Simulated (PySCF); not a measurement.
CH2Cl6Si2, charge -1, doublet, at a GFN2-xTB geometry (a state made from the parent by changing its charge; the spin is typed, not shown lowest); MP2/STO-3G run with PySCF.

The PySCF input:
```python
from pyscf import gto, scf, mp

mol = gto.Mole()
mol.atom = '''
    Cl    3.08799008   -0.39677225   -1.26569421
    Si    1.47398113    0.29321702   -0.19461162
    Cl    2.17933231    0.66766398    1.66884890
    Cl    0.97661910    2.06905610   -1.02181231
    C     0.10544345   -0.99510331   -0.21573527
    Si   -1.63560367   -0.25343323    0.20330251
    Cl   -2.05187644    0.25737694   -1.98728099
    Cl   -1.20310332   -0.20377725    2.43948372
    Cl   -2.91612256   -1.88424425    0.27626352
    H     0.33616261   -1.78103735    0.50587682
    H     0.05562643   -1.46347131   -1.19988467
'''
mol.basis = 'sto-3g'
mol.charge = -1
mol.spin = 1
mol.verbose = 4
mol.build()

mf = scf.UHF(mol)
mf.kernel()

pt = mp.MP2(mf, frozen=41)
pt.kernel()
print('E(MP2) = %.10f' % pt.e_tot)
```

Write the output that PySCF gives for this input, abridged.


```
PySCF version 2.14.0

[INPUT] verbose = 4
[INPUT] num. atoms = 11
[INPUT] num. electrons = 139
[INPUT] charge = -1
[INPUT] spin (= nelec alpha-beta = 2S) = 1
[INPUT] symmetry False subgroup None
[INPUT] Mole.unit = angstrom
[INPUT] Symbol           X                Y                Z      unit          X                Y                Z       unit  Magmom
[INPUT]  1 Cl     3.087990080000  -0.396772250000  -1.265694210000 AA    5.835455526574  -0.749790886327  -2.391815414348 Bohr   0.0
[INPUT]  2 Si     1.473981130000   0.293217020000  -0.194611620000 AA    2.785420648477   0.554099862861  -0.367762662458 Bohr   0.0
[INPUT]  3 Cl     2.179332310000   0.667663980000   1.668848900000 AA    4.118341200316   1.261702065437   3.153667364282 Bohr   0.0
[INPUT]  4 Cl     0.976619100000   2.069056100000  -1.021812310000 AA    1.845542627019   3.909949365361  -1.930945416609 Bohr   0.0
[INPUT]  5 C      0.105443450000  -0.995103310000  -0.215735270000 AA    0.199259242129  -1.880472721548  -0.407680575709 Bohr   0.0
[INPUT]  6 Si    -1.635603670000  -0.253433230000   0.203302510000 AA   -3.090842984633  -0.478919395564   0.384186064337 Bohr   0.0
[INPUT]  7 Cl    -2.051876440000   0.257376940000  -1.987280990000 AA   -3.877484513048   0.486371927379  -3.755416803655 Bohr   0.0
[INPUT]  8 Cl    -1.203103320000  -0.203777250000   2.439483720000 AA   -2.273535774355  -0.385083192917   4.609956116135 Bohr   0.0
[INPUT]  9 Cl    -2.916122560000  -1.884244250000   0.276263520000 AA   -5.510672984066  -3.560705584287   0.522062391008 Bohr   0.0
[INPUT] 10 H      0.336162610000  -1.781037350000   0.505876820000 AA    0.635255266219  -3.365672809121   0.955968642566 Bohr   0.0
[INPUT] 11 H      0.055626430000  -1.463471310000  -1.199884670000 AA    0.105118717987  -2.765559967058  -2.267453407364 Bohr   0.0

nuclear repulsion = 1313.9225671656
number of shells = 45
number of NR pGTOs = 237
number of NR cGTOs = 79
basis = sto-3g
ecp = {}

******** <class 'pyscf.scf.uhf.UHF'> ********
method = UHF
initial guess = minao
damping factor = 0
level_shift factor = 0
DIIS = <class 'pyscf.scf.diis.CDIIS'>
diis_start_cycle = 1
diis_space = 8
diis_damp = 0
SCF conv_tol = 1e-09
SCF conv_tol_grad = None
SCF max_cycles = 50
direct_scf = True
direct_scf_tol = 1e-13
number electrons alpha = 70  beta = 69
Set gradient conv threshold to 3.16228e-05
init E= -3336.16661250858

cycle= 1 E= -3337.41139820907  delta_E= -1.24  |g|= 0.334  |ddm|= 3.02
cycle= 2 E= -3337.54089579179  delta_E= -0.129  |g|= 0.0883  |ddm|= 0.941
cycle= 3 E= -3337.54941092389  delta_E= -0.00852  |g|= 0.0279  |ddm|= 0.203
cycle= 4 E= -3337.55134261127  delta_E= -0.00193  |g|= 0.0109  |ddm|= 0.131
cycle= 5 E= -3337.55162715218  delta_E= -0.000285  |g|= 0.00553  |ddm|= 0.0461
cycle= 6 E= -3337.55171782358  delta_E= -9.07e-05  |g|= 0.00214  |ddm|= 0.0306
cycle= 7 E= -3337.55173128765  delta_E= -1.35e-05  |g|= 0.000697  |ddm|= 0.0136
cycle= 8 E= -3337.55173244774  delta_E= -1.16e-06  |g|= 0.000322  |ddm|= 0.00298
cycle= 9 E= -3337.55173273674  delta_E= -2.89e-07  |g|= 0.000109  |ddm|= 0.00169
cycle= 10 E= -3337.55173276955  delta_E= -3.28e-08  |g|= 2.93e-05  |ddm|= 0.000628
cycle= 11 E= -3337.5517327718  delta_E= -2.25e-09  |g|= 8.93e-06  |ddm|= 0.000164
cycle= 12 E= -3337.55173277202  delta_E= -2.2e-10  |g|= 3.05e-06  |ddm|= 5.05e-05
Extra cycle  E= -3337.55173277204  delta_E= -1.82e-11  |g|= 1.74e-06  |ddm|= 1.02e-05
converged SCF energy = -3337.55173277204  <S^2> = 0.75801705  2S+1 = 2.008001

******** <class 'pyscf.mp.ump2.UMP2'> ********
nocc = (np.int64(29), np.int64(28)), nmo = (38, 38)
frozen orbitals 41
E(UMP2) = -3337.68202358572  E_corr = -0.130290813680917
E(SCS-UMP2) = -3337.69082443293  E_corr = -0.139091660890588
E_corr(same-spin) = -0.0199122871459757
E_corr(oppo-spin) = -0.110378526534941
E(MP2) = -3337.6820235857
```
